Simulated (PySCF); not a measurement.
C2H4Cl2Si2, SMILES [SiH3]C#C[SiH](Cl)Cl. Atoms are numbered in the order given.

```xyz
10

Si     3.7040    -0.0298     0.5796
C      1.8685    -0.1179     0.4650
C      0.6485    -0.1726     0.3822
Si    -1.1650    -0.2666     0.2803
Cl    -1.9302     1.6383     0.2567
Cl    -1.6852    -1.2315    -1.4556
H      4.2220     0.7552    -0.5759
H      4.2558    -1.4137     0.5470
H      4.0754     0.6373     1.8594
H     -1.7379    -1.0010     1.4290
```

Geometry optimised at PBE0-D3(BJ)/def2-SVP. The structure was generated by enumeration, and PubChem lists no compound with its InChIKey, so it may never have been made.

Two levels are set side by side: PBE/pcSseg-1 (PySCF) and PBE0/pcSseg-1 (PySCF). GIAO shifts against HCl (³⁵Cl), TMS (²⁹Si), TMS (¹H), TMS (¹³C) at the same level; non-relativistic, no solvent, atoms listed together averaged. Without spin–orbit terms, shifts of atoms bonded to Cl or Br come out too high at both levels. Differences are taken from unrounded values.

```csv
quantity,PBE
δ(²⁹Si) of Si1 (ppm),-99.5
δ(¹³C) of C2 (ppm),114.2
δ(¹³C) of C3 (ppm),116.8
δ(²⁹Si) of Si4 (ppm),-19.2
"δ(³⁵Cl) of Cl5, Cl6 (ppm)",108.2
"δ(¹H) of H7, H8, H9 (ppm)",4.58
δ(¹H) of H10 (ppm),6.12
```

These are the PBE values. What does PBE0 give? (The exact figures need the calculation; the answer reports its results.)


```json
[
 {"quantity": "δ(²⁹Si) of Si1 (ppm)", "PBE0": "-93.5", "PBE minus PBE0": "-6.0"},
 {"quantity": "δ(¹³C) of C2 (ppm)", "PBE0": "118.3", "PBE minus PBE0": "-4.0"},
 {"quantity": "δ(¹³C) of C3 (ppm)", "PBE0": "117.7", "PBE minus PBE0": "-0.9"},
 {"quantity": "δ(²⁹Si) of Si4 (ppm)", "PBE0": "-17.6", "PBE minus PBE0": "-1.6"},
 {"quantity": "δ(³⁵Cl) of Cl5, Cl6 (ppm)", "PBE0": "84.4", "PBE minus PBE0": "23.8"},
 {"quantity": "δ(¹H) of H7, H8, H9 (ppm)", "PBE0": "4.50", "PBE minus PBE0": "0.08"},
 {"quantity": "δ(¹H) of H10 (ppm)", "PBE0": "5.88", "PBE minus PBE0": "0.24"}
]
```

Rough cost on one machine, each run with all the roots and properties that it gave: PBE0 against PBE within a factor of 2.
